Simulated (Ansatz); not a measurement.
Input for Ansatz (a quantum-chemistry and plane-wave program): R-CCSD(T)/aug-cc-pVDZ on HF (SMILES F).

Ansatz 0.2 input:
```yaml
crystal:
  periodic: [false, false, false]
  atoms:
    - {symbol: F, position_ang: [-0.00000000, 0.00000000, 0.46222970]}
    - {symbol: H, position_ang: [0.00000000, -0.00000000, -0.46222970]}
basis:
  gaussian:
    orbitals: aug-cc-pVDZ
magnetization: {spin_polarized: false}
correlation: {method: ccsd_t, electrons: outside_noble_gas}
scf: {lower_state_search: off}
```

What total energy does the run end on?

-100.2636 hartree (reference determinant -100.0331, T1 diagnostic 0.013).
